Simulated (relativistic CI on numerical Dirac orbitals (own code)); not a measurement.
Radial parameters of V12+

Computed by Dirac-Coulomb-Breit CI, separate exchange-only KLI orbitals for each configuration, model QED, unscaled Slater integrals (own radial code, finite nucleus).

Slater integrals F^k, G^k are unscaled and averaged over j, outside the closed core [Ne]; ζ comes from projecting the Hamiltonian with its Breit term on Σ l·s of the shell.

- 3p: ζ(3p) = 7276.5 cm⁻¹; <r>(3p) = 0.797, <r^2>(3p) = 0.7304 (bohr units).
- 3d: ζ(3d) = 462.78 cm⁻¹; <r>(3d) = 0.7446, <r^2>(3d) = 0.6422 (bohr units).
- 4p: ζ(4p) = 2793.5 cm⁻¹; <r>(4p) = 1.548, <r^2>(4p) = 2.722 (bohr units).

Averages of the first 10 configurations, taken without configuration mixing, which lowers the lowest level and can move excited configurations by several eV; other configurations of the list can lie among them:

| Configuration | Parity | States | Average energy above the lowest level (eV) |
| --- | --- | --- | --- |
| 3s | even | 2 | 0.0 |
| 3p | odd | 6 | 28.9 |
| 3d | even | 10 | 67.7 |
| 4s | even | 2 | 160.9 |
| 4p | odd | 6 | 172.2 |
| 4d | even | 10 | 186.3 |
| 4f | odd | 14 | 191.6 |
| 5s | even | 2 | 228.4 |
| 5p | odd | 6 | 233.9 |
| 5d | even | 10 | 240.7 |
